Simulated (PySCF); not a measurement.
Two species compared at the same levels of theory.

First species: C6H10N2.
Numbering: `[CH3:1][CH2:2][c:3]1[nH:4][n:5][cH:6][c:7]1[CH3:8]` (hydrogens: H9, H10, H11 on C1; H12, H13 on C2; H14 on N4; H15 on C6; H16, H17, H18 on C8)

Second species: 3-phenylfuran, C10H8O.
SMILES: `c1c(-c2ccccc2)cco1`

Levels: PBE0/pcSseg-1 for dipole moment, HOMO energy, LUMO energy and HOMO–LUMO gap; GFN2-xTB for rotational constant A and rotational constant C. Geometries: GFN2-xTB. Each species is one conformer at its optimised geometry, gas phase, non-relativistic unless stated; the electronic structure was computed with PySCF and density fitting.

The conformers computed, where there is a choice (atom-mapped SMILES and torsion angles):
- `[CH3:1][CH2:2][c:3]1[nH:4][n:5][cH:6][c:7]1[CH3:8]`: C1–C2–C3–N4 95°
- `[cH:1]1[cH:2][cH:3][c:4](-[c:5]2[cH:6][cH:7][o:8][cH:9]2)[cH:10][cH:11]1`: C3–C4–C5–C6 156°

Q: Which of the two has the higher rotational constant C, and by how much?

A: The first: 1.281 GHz against 0.574 GHz, a difference of 0.707 GHz.

Q: Which of the two has the higher HOMO–LUMO gap, and by how much?

A: The first: 7.24 eV against 5.66 eV, a difference of 1.58 eV.

Q: Which of the two has the higher LUMO energy, and by how much?

A: The first: 0.72 eV against -0.69 eV, a difference of 1.41 eV.

Q: Which has the higher dipole moment?

A: The first: 2.78 D against 0.48 D, a difference of 2.30 D.

Q: Which of the two has the higher rotational constant A, and by how much?

A: The second: 3.606 GHz against 3.035 GHz, a difference of 0.571 GHz.

Q: Which of the two has the higher HOMO energy, and by how much?

A: The second: -6.35 eV against -6.52 eV, a difference of 0.17 eV.

On the first: The dipole equals about 9.3 × 10⁻³⁰ C·m (1 D = 3.33564 × 10⁻³⁰ C·m). A dipole of 2.78 D is allowed in C1, and pure rotational transitions are dipole-allowed.

On the second: The dipole equals about 1.6 × 10⁻³⁰ C·m (1 D = 3.33564 × 10⁻³⁰ C·m).
